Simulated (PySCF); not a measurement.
ECD: `C[C@@H](N)[C@@H]1C[C@H]1S`, C5H11NS

Cartesian coordinates in Å; atom numbers follow the order of the lines, from 1:
```xyz
18

C    -1.2475    1.4039   -0.8982
C    -0.9220    0.1119   -0.1338
N    -1.9108   -0.9412   -0.3119
C     0.4285   -0.4254   -0.5622
C     1.1303   -1.4494    0.2773
C     1.6605   -0.0522    0.2043
S     3.2066    0.2217   -0.6814
H    -0.4756    2.1502   -0.7281
H    -1.3079    1.2041   -1.9673
H    -2.2013    1.8114   -0.5678
H    -0.8913    0.3317    0.9409
H    -2.8283   -0.6197   -0.0237
H    -1.9665   -1.2076   -1.2895
H     0.5404   -0.5232   -1.6359
H     0.6585   -1.7635    1.1950
H     1.6823   -2.2282   -0.2257
H     1.5705    0.5835    1.0748
H     2.8649    1.3982   -1.2081
```

Computed, not measured: TDDFT wB97X-D/aug-cc-pVDZ circular dichroism and optical rotation, one conformer, gas phase (PySCF 2.14.0). Geometry: GFN2-xTB.

The molecule is flexible and this is one conformer; a measurement averages over conformers. Singlets 7 and 8 lie within 0.01 eV of each other, so their separate moments and overlaps can depend on how they mix.

Question: What are the CIP labels of the stereocentres?

Answer: C2 R, C4 S, C6 R.

Question: Which excitations and rotatory strengths does the calculation give?

Answer: Rotatory strengths R in 10⁻⁴⁰ esu² cm², velocity form and length form (origin at the centre of mass); f in length form.
```csv
state,E (eV),λ (nm),f,R (velocity),R (length),main
1,5.58,222,0.008,+1.3,+1.3,"HOMO→LUMO+9 0.27, HOMO→LUMO+2 0.23"
2,5.95,208,0.032,-6.8,-7.0,"HOMO−1→LUMO 0.58, HOMO−1→LUMO+2 0.14"
3,6.15,202,0.026,-6.7,-6.8,"HOMO→LUMO+4 0.28, HOMO→LUMO+9 0.20"
4,6.62,187,0.008,-4.9,-4.9,"HOMO−1→LUMO+1 0.56, HOMO−1→LUMO+2 0.10"
5,6.67,186,0.010,-5.4,-5.5,HOMO→LUMO+1 0.57
6,6.91,179,0.022,+15.9,+16.5,"HOMO→LUMO+3 0.54, HOMO→LUMO+8 0.15"
7,7.11,174,0.0004,-1.6,-1.6,"HOMO→LUMO 0.44, HOMO→LUMO+5 0.14"
8,7.11,174,0.003,+2.7,+2.7,"HOMO−1→LUMO+2 0.36, HOMO−1→LUMO 0.22"
9,7.20,172,0.015,+17.8,+17.9,HOMO−1→LUMO+3 0.62
10,7.46,166,0.016,-20.0,-20.5,"HOMO→LUMO+2 0.18, HOMO→LUMO+5 0.17"
11,7.61,163,0.014,+9.7,+9.5,"HOMO−2→LUMO+2 0.13, HOMO−2→LUMO 0.12"
12,7.66,162,0.023,+12.2,+12.6,"HOMO→LUMO+7 0.18, HOMO−1→LUMO+6 0.12"
```

Among the states computed, the strongest CD band (largest |R|) is state 10. The largest dissymmetry factor in size, g = 4R/(D+G), with D and G the electric and magnetic dipole strengths, is -0.045 for state 7 (velocity form, f = 0.0004), among bands with |R| over 0.5. The mirror image has the same energies and oscillator strengths and all R with the opposite sign.
